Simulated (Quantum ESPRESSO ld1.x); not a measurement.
The numbers below are computed, except where a source is named.
Er14+, configuration [Kr] 4d10 4f7 5s1. Code: ld1.x of Quantum ESPRESSO 7.5. Model: scalar-relativistic Kohn-Sham, revPBE, spin-unpolarised, spherical densities, point nucleus.

X-ray form factor f0, the Fourier transform of the density (f0(0) = 54):

sin(theta)/lambda (1/angstrom),f0 (electrons)
0.05,53.791
0.1,53.174
0.15,52.175
0.2,50.837
0.25,49.212
0.3,47.360
0.4,43.224
0.5,38.890
0.6,34.714
0.8,27.625
1,22.566
1.25,18.574
1.5,16.102
2,12.598
